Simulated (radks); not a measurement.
Valence configurations of the phosphorus ion P3+ (all share [Ne]). All-electron calculation, scalar-relativistic Kohn-Sham, PBE, spin-polarised, spherical densities, finite nucleus; open shells are filled with parallel spins first; Fermi nuclear charge, rms radius 3.1889 fm. Program: a radial shooting solver on a logarithmic mesh with Libxc functionals. Energies are relative to 3s2; eigenvalues in eV for spin up.

| valence | E (eV) | moment (Bohr magnetons) | e(3p) | e(3s) |
|---|---|---|---|---|
| 3s2 | 0.000 | 0 | - | -45.613 |
| 3s1.5 3p0.5 | 4.670 | 1 | -36.415 | -46.736 |
| 3p2 | 18.870 | 2 | -37.724 | - |
| 3s1 3p1 | 8.468 | 2 | -37.228 | -47.630 |
| 3s0.5 3p1.5 | 13.669 | 2 | -37.479 | -47.882 |

NIST lists [Ne] 3s2 as the ground configuration; this level of theory agrees among the configurations tried. The energies are those of spherical high-spin densities, not of single terms.
